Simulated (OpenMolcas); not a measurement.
# N II: effect of the active space

- Program: OpenMolcas
- Method: CASSCF or its RAS form
- Basis: ANO-RCC-VTZP
- Scalar Hamiltonian: DKH2, point nucleus
- Spin-orbit coupling: RASSI with atomic mean-field integrals over the reference wave functions, term energies averaged over their components

A. 2 electrons in 3 orbitals (2p); 2S+1 = 3 even, 3 roots; 2S+1 = 1 even, 6 roots; cost roughly 1.5 core-seconds
B. 4 electrons in 4 orbitals (2s 2p); 2S+1 = 3 even, 6 roots; 2S+1 = 1 even, 6 roots; 2S+1 = 5 odd, 1 root; 2S+1 = 3 odd, 9 roots; 2S+1 = 1 odd, 8 roots; cost about 9 core-seconds
C. 4 electrons in 8 orbitals (2s 2p 3s 3p); 2S+1 = 3 even, 3 roots; 2S+1 = 1 even, 6 roots; 2S+1 = 5 odd, 1 root; 2S+1 = 3 odd, 9 roots; 2S+1 = 1 odd, 8 roots; cost about 12 core-seconds
D. 4 electrons in 9 orbitals (RAS2 2s 2p; RAS3 3d, at most 2 electrons); 2S+1 = 3 even, 6 roots; 2S+1 = 1 even, 11 roots; 2S+1 = 5 odd, 1 root; 2S+1 = 3 odd, 9 roots; 2S+1 = 1 odd, 8 roots; cost of the order of 40 core-seconds

Energies in cm-1 above 2s2 2p2 3P0, the measured ground level; measured values from NIST Handbook of Basic Atomic Spectroscopic Data.

```csv
Level,A,B,C,D,Measured
2s2 2p2 3P0,0.0,0.0,0.0,0.0,0.0
2s2 2p2 3P1,47.2,44.1,45.5,43.5,48.7
2s2 2p2 3P2,141,131,135,130,131
2s2 2p2 1D2,17823,17523,17611,17533,15316
2s2 2p2 1S0,43907,30700,29324,36554,32689
```

Deviations, from unrounded energies. A percentage is the sum of absolute deviations over the sum of measured energies, with the sign that they share, or ± where signs differ.

| Against measurement | Levels | A | B | C | D |
| --- | --- | --- | --- | --- | --- |
| mean absolute deviation (cm-1) | 4 | 3400 | 1100 | 1400 | 1500 |
| fine structure of the ground term (%) | 2 | ±6.3 | ±2.6 | ±4.3 | -3.5 |
| other terms of the ground configuration (%) | 2 | +28.6 | ±8.7 | ±11.8 | +12.7 |

B lies closest to measurement on these levels and A furthest from it. The largest miss of B in the table is 2s2 2p2 1D2, by +2200 cm-1. The ranking rests on the paired levels alone, and a cruder setting can come out closer through cancelling errors.

Among A to D the level of the table that moves most is 2s2 2p2 1S0, by 15000 cm-1 (lowest in C, highest in A).

Without dynamic correlation excited terms often stand tens of per cent too high (terms of higher spin than the ground term too low), and those without a measured partner can miss by more than the paired ones. With the s shell closed, the reference lacks s² → p² mixing (holds for A). The run also gave levels led by 2s2 2p 3s, which use shells meant for correlation; these and all levels above them are left out (holds for C). Active for correlation alone: 3d; no level in the range computed is led by a configuration that fills it, so any true level of that kind is missing (holds for D). Computed and measured levels are paired by configuration, term and J; levels that our copy of the source lacks, or whose pairing is in doubt (as where it misses far off the trend of its configuration), stay unpaired and out of the deviations. Levels of configurations outside the active space are missing. Levels that lie high or do not pair safely by name in every column are left out.
